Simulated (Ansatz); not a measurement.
Frontier orbitals of `[NH2][Hf]([F])([F])[F]`.

```xyz
7

N    -0.767    0.956   -0.217
Hf    0.477   -0.588    0.151
F     2.278    0.020   -0.014
F     0.063   -1.244    1.891
F     0.222   -1.948   -1.166
H    -1.568    1.205    0.348
H    -0.706    1.600   -0.993
```

Total charge 0; spin multiplicity 1. Correlated methods include outer-core shells of Hf, which these sets cover unevenly. Hf takes the def2 core potential. All single points use the PBE0-D4/def2-TZVP geometry. It is one conformer, not always the lowest. Basis def2-TZVPP, Ansatz 0.2.0.

Orbital energies of one run (eV). Highest occupied ones, from the top: -6.67, -9.35, -9.50, -9.61, -9.66, -10.16, -10.19, -10.27, -10.57, -10.69, -10.82, -12.25, -20.78, -27.77. Empty: -1.40, -1.21, -0.76, -0.26, -0.12, 0.22.

Question: Which functional gave them?
A. ωB97M-V
B. r2SCANh
C. ωB97X-V
D. PBE

Answer: D. HOMO energies: PBE -6.67, ωB97M-V -10.51, r2SCANh -7.53, ωB97X-V -10.60 eV.
